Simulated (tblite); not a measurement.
C5H12B2O2.
SMILES with atom numbers: `[CH3:1][O:2][BH:3][CH2:4][BH:5][CH:6]1[CH2:7][O:8][CH2:9]1` (hydrogens: H10, H11, H12 on C1; H13 on B3; H14, H15 on C4; H16 on B5; H17 on C6; H18, H19 on C7; H20, H21 on C9)

Computed with GFN2-xTB (tblite), gas phase: L-BFGS steps from a force-field or distance-geometry start until the largest atomic force falls under 0.01 eV/Å.

Step 25: E = -745.5440 eV
```
atom  x, y, z in Å  |  force x, y, z in eV/Å
C1      3.0056    1.2550    0.3215    0.150   0.273   0.045
O2      2.5317   -0.0259    0.1545    0.267  -0.333   0.128
B3      1.8544   -1.0298   -0.3236   -0.029   0.080  -0.017
C4      0.5516   -1.0982   -1.2672   -0.038   0.072  -0.207
B5     -0.7494   -1.3428   -0.4379    0.167  -0.121  -0.199
C6     -1.7637   -0.1629   -0.3039   -0.151  -0.066  -0.123
C7     -1.3404    1.1518    0.3602    0.020   0.133   0.105
O8     -2.4040    1.0523    1.3029   -0.214   0.233   0.049
C9     -2.8868   -0.1656    0.7314   -0.179   0.068   0.229
H10     2.8212    1.5596    1.3563   -0.124   0.075  -0.001
H11     2.6010    2.0189   -0.3535   -0.189  -0.159  -0.090
H12     4.0982    1.2145    0.1939   -0.095   0.109  -0.087
H13     2.3061   -2.0532    0.0279   -0.039  -0.407   0.094
H14     0.4701   -0.2180   -1.9066    0.034   0.067   0.120
H15     0.7048   -1.9623   -1.9174    0.104   0.051   0.057
H16    -1.0333   -2.3971   -0.0153    0.111  -0.030   0.055
H17    -2.1924    0.0477   -1.2801    0.016  -0.010  -0.326
H18    -1.4109    2.0380   -0.2730   -0.130   0.163  -0.024
H19    -0.3755    1.1726    0.8626    0.226  -0.156   0.073
H20    -3.8950   -0.0756    0.3145   -0.060   0.163   0.050
H21    -2.9023   -0.9619    1.4732    0.155  -0.205   0.069
```

Step 26: E = -745.5641 eV
```
atom  x, y, z in Å  |  force x, y, z in eV/Å
C1      3.0045    1.2531    0.3213    0.040   0.157   0.043
O2      2.5549   -0.0456    0.1869    0.296  -0.169   0.050
B3      1.8533   -1.0140   -0.3258   -0.081  -0.210   0.032
C4      0.5480   -1.0894   -1.2689    0.102   0.061  -0.138
B5     -0.7490   -1.3342   -0.4336    0.220  -0.171  -0.292
C6     -1.7659   -0.1602   -0.3103   -0.160  -0.042  -0.099
C7     -1.3378    1.1526    0.3565   -0.040   0.099   0.126
O8     -2.4031    1.0481    1.2979   -0.187   0.284   0.121
C9     -2.8848   -0.1712    0.7286   -0.157   0.146   0.247
H10     2.8176    1.5561    1.3528   -0.111   0.190   0.062
H11     2.5846    1.9987   -0.3635   -0.183  -0.180  -0.072
H12     4.0923    1.2129    0.1893    0.009   0.182  -0.102
H13     2.2964   -2.0434    0.0257   -0.093  -0.416   0.060
H14     0.4637   -0.2178   -1.9144    0.008   0.148   0.058
H15     0.7138   -1.9587   -1.9099    0.068   0.070   0.062
H16    -1.0283   -2.3874   -0.0093    0.107  -0.056   0.082
H17    -2.1972    0.0548   -1.2830    0.010  -0.018  -0.357
H18    -1.4124    2.0426   -0.2726   -0.091   0.127   0.006
H19    -0.3717    1.1651    0.8606    0.169  -0.126   0.033
H20    -3.8955   -0.0774    0.3207   -0.076   0.128   0.031
H21    -2.8923   -0.9674    1.4711    0.148  -0.200   0.047
```

Step 27: E = -745.5967 eV
```
atom  x, y, z in Å  |  force x, y, z in eV/Å
C1      3.0076    1.2597    0.3223   -0.091  -0.213   0.050
O2      2.6001   -0.0717    0.2170    0.058  -0.049  -0.213
B3      1.8511   -0.9978   -0.3298    0.144  -0.466   0.313
C4      0.5416   -1.0795   -1.2768    0.363   0.042   0.051
B5     -0.7475   -1.3299   -0.4352    0.102  -0.141  -0.297
C6     -1.7731   -0.1590   -0.3189   -0.099   0.032  -0.007
C7     -1.3337    1.1550    0.3555   -0.147  -0.016   0.081
O8     -2.4070    1.0509    1.2928   -0.057   0.231   0.143
C9     -2.8867   -0.1748    0.7321   -0.022   0.210   0.145
H10     2.8072    1.5531    1.3536   -0.064   0.278   0.016
H11     2.5650    1.9805   -0.3751   -0.155  -0.254  -0.009
H12     4.0919    1.2255    0.1852    0.053   0.287  -0.081
H13     2.2731   -2.0487    0.0331   -0.217  -0.136  -0.061
H14     0.4532   -0.2158   -1.9248   -0.014   0.228  -0.045
H15     0.7265   -1.9572   -1.9012    0.029   0.108   0.023
H16    -1.0229   -2.3829   -0.0058    0.125  -0.035   0.080
H17    -2.2027    0.0609   -1.2941    0.018  -0.036  -0.241
H18    -1.4153    2.0494   -0.2734    0.005   0.017   0.105
H19    -0.3613    1.1496    0.8612   -0.040  -0.063  -0.067
H20    -3.8976   -0.0728    0.3291   -0.098   0.045   0.058
H21    -2.8783   -0.9775    1.4732    0.107  -0.071  -0.040
```

Step 28: E = -745.6160 eV
```
atom  x, y, z in Å  |  force x, y, z in eV/Å
C1      2.9873    1.2428    0.3246   -0.449  -0.319  -0.082
O2      2.5484   -0.0861    0.2870    0.440   0.251  -0.133
B3      1.8698   -1.0168   -0.3203   -0.153  -0.742   0.150
C4      0.5590   -1.0732   -1.2731    0.411   0.082   0.259
B5     -0.7318   -1.3172   -0.4357   -0.059  -0.021  -0.185
C6     -1.7813   -0.1487   -0.3317    0.008   0.111   0.084
C7     -1.3454    1.1707    0.3579   -0.199  -0.142  -0.007
O8     -2.4245    1.0602    1.2923    0.130   0.057   0.113
C9     -2.8934   -0.1722    0.7336    0.139   0.175  -0.039
H10     2.8111    1.5817    1.3415   -0.016   0.348   0.093
H11     2.5233    1.9219   -0.4042   -0.079  -0.217   0.103
H12     4.0582    1.1761    0.1477    0.226   0.322  -0.067
H13     2.3292   -2.0699   -0.0112   -0.275  -0.140  -0.015
H14     0.4898   -0.1893   -1.8874   -0.042   0.315  -0.204
H15     0.7423   -1.9352   -1.9108   -0.002   0.010  -0.074
H16    -0.9831   -2.3634    0.0270    0.091  -0.008   0.044
H17    -2.1944    0.0661   -1.3220    0.008  -0.044   0.005
H18    -1.4458    2.0759   -0.2604    0.134  -0.125   0.169
H19    -0.3634    1.1473    0.8600   -0.266   0.037  -0.155
H20    -3.9085   -0.0603    0.3427   -0.064  -0.083   0.072
H21    -2.8556   -0.9933    1.4626    0.016   0.134  -0.132
```

**Question.** Estimate the geometry and energy of step 29. (The exact step hangs on the optimiser's Hessian estimate; all steps are aligned on step 28, rigid shifts and turns removed.)

**Answer.** E = -745.6504 eV, largest force 0.490 eV/Å
```
atom  x, y, z in Å  |  force x, y, z in eV/Å
C1      2.9891    1.2473    0.3253   -0.182  -0.394  -0.051
O2      2.5878   -0.0953    0.2740    0.099  -0.025  -0.251
B3      1.8647   -1.0184   -0.3176    0.115  -0.371   0.298
C4      0.5611   -1.0692   -1.2747    0.324   0.158   0.154
B5     -0.7329   -1.3222   -0.4451   -0.152   0.055  -0.077
C6     -1.7840   -0.1511   -0.3322    0.013   0.136   0.055
C7     -1.3445    1.1676    0.3587   -0.155  -0.131  -0.035
O8     -2.4236    1.0652    1.2934    0.139  -0.028   0.067
C9     -2.8938   -0.1690    0.7383    0.139   0.119  -0.095
H10     2.8031    1.5812    1.3457   -0.025   0.266  -0.003
H11     2.5222    1.9219   -0.4007   -0.141  -0.191   0.044
H12     4.0672    1.2028    0.1528    0.071   0.349  -0.020
H13     2.2991   -2.0753    0.0038   -0.230  -0.132  -0.002
H14     0.4768   -0.1891   -1.9014    0.026   0.191  -0.086
H15     0.7452   -1.9371   -1.9053    0.018   0.035  -0.091
H16    -0.9865   -2.3671    0.0212    0.109  -0.001   0.018
H17    -2.1972    0.0656   -1.3249    0.020  -0.052   0.089
H18    -1.4394    2.0731   -0.2602    0.131  -0.126   0.168
H19    -0.3607    1.1393    0.8585   -0.285   0.039  -0.150
H20    -3.9097   -0.0591    0.3459   -0.038  -0.080   0.102
H21    -2.8528   -0.9940    1.4645    0.005   0.184  -0.134
```

The energy changes by -0.0344 eV. The first-order estimate −F·Δx gives -0.0430 eV and the mean of the old and new forces, exact on a quadratic surface, -0.0341 eV. The step makes an angle of 67° with the force vector and moves no atom by more than 0.042 Å.

The cost below is that of the whole relaxation. Hardware: one thread of an Arm Neoverse V2 (shared host). Cost: 0.9 s.
